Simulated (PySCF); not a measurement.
Compound: dimethyldichlorosilane, C2H6Cl2Si.
Bonds: C1–Si2, Si2–C3, Si2–Cl4, Si2–Cl5. Hydrogens: H6, H7, H8 on C1; H9, H10, H11 on C3.

The same species was optimised twice, with GFN2-xTB and with PBE0-D3(BJ)/def2-SVP (PySCF), and the same property calculations (PySCF, gas phase) were run on both structures.

```json
{"coordinate": "C1–Si2 (Å)", "GFN2-xTB": "1.902", "PBE0-D3(BJ)/def2-SVP": "1.857", "change": "-0.045"}
{"coordinate": "Si2–C3 (Å)", "GFN2-xTB": "1.901", "PBE0-D3(BJ)/def2-SVP": "1.857", "change": "-0.044"}
{"coordinate": "Si2–Cl4 (Å)", "GFN2-xTB": "2.033", "PBE0-D3(BJ)/def2-SVP": "2.072", "change": "+0.039"}
{"coordinate": "Si2–Cl5 (Å)", "GFN2-xTB": "2.034", "PBE0-D3(BJ)/def2-SVP": "2.073", "change": "+0.039"}
{"coordinate": "C3–H11 (Å)", "GFN2-xTB": "1.086", "PBE0-D3(BJ)/def2-SVP": "1.101", "change": "+0.015"}
{"coordinate": "C3–H10 (Å)", "GFN2-xTB": "1.086", "PBE0-D3(BJ)/def2-SVP": "1.101", "change": "+0.015"}
{"coordinate": "C1–H8 (Å)", "GFN2-xTB": "1.086", "PBE0-D3(BJ)/def2-SVP": "1.101", "change": "+0.015"}
{"coordinate": "C1–H6 (Å)", "GFN2-xTB": "1.086", "PBE0-D3(BJ)/def2-SVP": "1.101", "change": "+0.015"}
{"coordinate": "C1–H7 (Å)", "GFN2-xTB": "1.087", "PBE0-D3(BJ)/def2-SVP": "1.100", "change": "+0.013"}
{"coordinate": "C3–H9 (Å)", "GFN2-xTB": "1.087", "PBE0-D3(BJ)/def2-SVP": "1.100", "change": "+0.013"}
{"coordinate": "C1–Si2–C3 (°)", "GFN2-xTB": "112.3", "PBE0-D3(BJ)/def2-SVP": "114.8", "change": "+2.5"}
{"coordinate": "Si2–C1–H8 (°)", "GFN2-xTB": "111.3", "PBE0-D3(BJ)/def2-SVP": "110.2", "change": "-1.1"}
{"coordinate": "Si2–C3–H11 (°)", "GFN2-xTB": "111.3", "PBE0-D3(BJ)/def2-SVP": "110.2", "change": "-1.1"}
{"coordinate": "H6–C1–H8 (°)", "GFN2-xTB": "107.7", "PBE0-D3(BJ)/def2-SVP": "108.7", "change": "+1.0"}
{"coordinate": "Si2–C1–H7 (°)", "GFN2-xTB": "111.3", "PBE0-D3(BJ)/def2-SVP": "110.3", "change": "-1.0"}
{"coordinate": "H10–C3–H11 (°)", "GFN2-xTB": "107.7", "PBE0-D3(BJ)/def2-SVP": "108.7", "change": "+1.0"}
{"coordinate": "H9–C3–H10 (°)", "GFN2-xTB": "107.5", "PBE0-D3(BJ)/def2-SVP": "108.5", "change": "+1.0"}
{"coordinate": "H6–C1–H7 (°)", "GFN2-xTB": "107.6", "PBE0-D3(BJ)/def2-SVP": "108.5", "change": "+0.9"}
```

Rotational constants: A = 2512, B = 1831, C = 1622 MHz (GFN2-xTB) against A = 2550, B = 1806, C = 1601 MHz (PBE0-D3(BJ)/def2-SVP). Atoms that the bonding makes alike are paired by their places after alignment.

On the GFN2-xTB structure: HOMO (eV) -8.68 [PBE0/pcSseg-1]; LUMO (eV) 1.03 [PBE0/pcSseg-1]; dipole (D) 2.37 [PBE0/pcSseg-1]; GIAO shielding of C1/C3 (mean) (ppm) 177.4 [PBE0/pcSseg-1]; GIAO shielding of Si2 (ppm) 309.5 [PBE0/pcSseg-1]; GIAO shielding of Cl4/Cl5 (mean) (ppm) 873.9 [PBE0/pcSseg-1].

Question: What do these properties become on the PBE0-D3(BJ)/def2-SVP structure?

Answer: 
| property | level | on GFN2-xTB | on PBE0-D3(BJ)/def2-SVP | change |
| --- | --- | --- | --- | --- |
| HOMO (eV) | PBE0/pcSseg-1 | -8.68 | -8.76 | -0.08 |
| LUMO (eV) | PBE0/pcSseg-1 | 1.03 | 0.87 | -0.16 |
| dipole (D) | PBE0/pcSseg-1 | 2.37 | 2.78 | +0.41 |
| energy, GFN2-xTB geometry as zero (kcal/mol) | PBE0/pcSseg-1 | 0.0 | -1.8 | -1.8 |
| GIAO shielding of C1/C3 (mean) (ppm) | PBE0/pcSseg-1 | 177.4 | 176.6 | -0.8 |
| GIAO shielding of Si2 (ppm) | PBE0/pcSseg-1 | 309.5 | 298.7 | -10.8 |
| GIAO shielding of Cl4/Cl5 (mean) (ppm) | PBE0/pcSseg-1 | 873.9 | 864.7 | -9.2 |

The heavy atoms differ by 0.028 Å rms after alignment. Among all bonds C1–Si2 and Si2–C3 change most and about equally (-0.045 to -0.044 Å). Changes are differences of the printed values. Neither structure is proved a minimum here.
